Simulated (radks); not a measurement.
Effect of the nuclear size on neutral rhodium, [Kr] 4d8 5s1. Method: Dirac Kohn-Sham, PBE, spin-unpolarised, spherical densities, finite nucleus; open shells fill j = l - 1/2 first; Fermi nuclear charge, rms radius 4.4945 fm; computed with a radial shooting solver on a logarithmic mesh with Libxc functionals. The rms radius is varied about that value; shifts are against it.

| rms radius (fm) | total energy shift (eV) | density at nucleus (e/bohr^3) | 1s1/2 shift (meV) | 2s1/2 shift (meV) | 3p1/2 shift (meV) | 4s1/2 shift (meV) | 4p1/2 shift (meV) | 5s1/2 shift (meV) |
|---|---|---|---|---|---|---|---|---|
| 3.7214 | -0.694 | 1.239e+05 | -293 | -32.2 | 0.389 | -1.05 | 0.071 | -0.061 |
| 4.1664 | -0.309 | 1.222e+05 | -130 | -14.3 | 0.173 | -0.466 | 0.032 | -0.027 |
| 4.4945 | 0 | 1.21e+05 | 0.000 | 0.000 | 0.000 | 0.000 | 0.000 | 0.000 |
| 4.7012 | 0.205 | 1.203e+05 | 86.4 | 9.49 | -0.115 | 0.309 | -0.021 | 0.018 |
| 5.308 | 0.853 | 1.185e+05 | 360 | 39.5 | -0.478 | 1.29 | -0.088 | 0.075 |

Slopes of the eigenvalues against <r^2> in GHz/fm^2, as finite differences over the two radii next to the reference (eigenvalue slopes, not the field-shift constants of lines): 1s1/2 11000, 2s1/2 1210, 3p1/2 -14.7, 4s1/2 39.5, 4p1/2 -2.69, 5s1/2 2.32.
